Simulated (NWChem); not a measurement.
# CdSi2H6; SMILES [SiH3][Cd][SiH3]

```xyz
9

Cd    -0.6928     0.0001     0.0000
Si    -0.6935     0.0001     2.5363
H     -1.3418     1.2308     3.0973
H     -1.4358    -1.1762     3.0975
H      0.6957    -0.0541     3.0988
Si    -0.6935     0.0001    -2.5363
H     -1.4358    -1.1762    -3.0975
H     -1.3418     1.2308    -3.0973
H      0.6957    -0.0541    -3.0988
```
Atoms are numbered in this order, from 1.

The geometry was optimised at PBE0/def2-SVP. Not confirmed as a minimum by frequencies. def2 effective core potentials on Cd; no spin-orbit coupling.

Question: List the 4 lowest vertical singlet excitations from CAM-B3LYP/def2-SVPD with def2 effective core potentials on Cd, TDA (NWChem).

Answer: 
```json
[
 {"state": "S1", "energy (eV)": "4.26", "oscillator strength": "0.000", "leading excitation (squared amplitude)": "HOMO → LUMO (0.98)"},
 {"state": "S2", "energy (eV)": "4.26", "oscillator strength": "0.000", "leading excitation (squared amplitude)": "HOMO → LUMO+1 (0.98)"},
 {"state": "S3", "energy (eV)": "5.94", "oscillator strength": "1.076", "leading excitation (squared amplitude)": "HOMO → LUMO+2 (0.93)"},
 {"state": "S4", "energy (eV)": "6.90", "oscillator strength": "0.000", "leading excitation (squared amplitude)": "HOMO → LUMO+3 (0.87)"}
]
```
